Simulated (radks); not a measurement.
Neutral nickel inside a hard spherical wall (all orbitals vanish at R), configuration held at [Ar] 3d8 4s2 and not refilled when levels cross. Method: non-relativistic Kohn-Sham, LDA (Slater exchange, VWN5 correlation), spin-polarised, spherical densities, point nucleus; open shells are filled with parallel spins first; computed with a radial shooting solver on a logarithmic mesh with Libxc functionals. Eigenvalues in eV for spin up, with the zero of energy where the potential of the charges vanishes at infinity; a dash marks a level that is unbound or too diffuse for the functional's potential to be trusted. A positive occupied level is held by the wall or, in an anion where self-interaction has pushed it up, behind a barrier. The pressure on the wall is -dE/dV.

| R (bohr) | E (hartree) | kinetic (hartree) | e(3s) | e(3p) | e(3d) | e(4s) | e(4p, empty) | e(5s, empty) | pressure (GPa) |
|---|---|---|---|---|---|---|---|---|---|
| free | -1505.61511 | 1503.912 | -108.48 | -71.543 | -10.345 | -5.893 | -1.427 | -0.028 | 0 |
| 15 | -1505.61511 | 1503.912 | -108.48 | -71.543 | -10.345 | -5.893 | -1.425 | 0.308 | < 0.0001 |
| 12 | -1505.61509 | 1503.912 | -108.48 | -71.541 | -10.344 | -5.891 | -1.408 | 0.755 | 0.000273 |
| 10 | -1505.61494 | 1503.914 | -108.46 | -71.526 | -10.329 | -5.879 | -1.345 | 1.535 | 0.00494 |
| 8 | -1505.61308 | 1503.929 | -108.35 | -71.411 | -10.216 | -5.777 | -1.065 | 3.575 | 0.0911 |
| 7 | -1505.60823 | 1503.962 | -108.14 | -71.201 | -10.010 | -5.581 | -0.653 | 5.823 | 0.399 |
| 6 | -1505.59198 | 1504.054 | -107.64 | -70.704 | -9.527 | -5.074 | 0.254 | 10.016 | 1.82 |
| 5 | -1505.53647 | 1504.316 | -106.49 | -69.561 | -8.424 | -3.749 | 2.334 | 18.458 | 9.15 |
| 3 | -1504.42481 | 1508.286 | -96.245 | -59.453 | 1.505 | 13.036 | 23.896 | 89.330 | 485 |
| 2 | -1498.33974 | 1527.826 | -70.393 | -33.584 | 29.688 | 79.615 | 97.783 | 285.57 | 9150 |
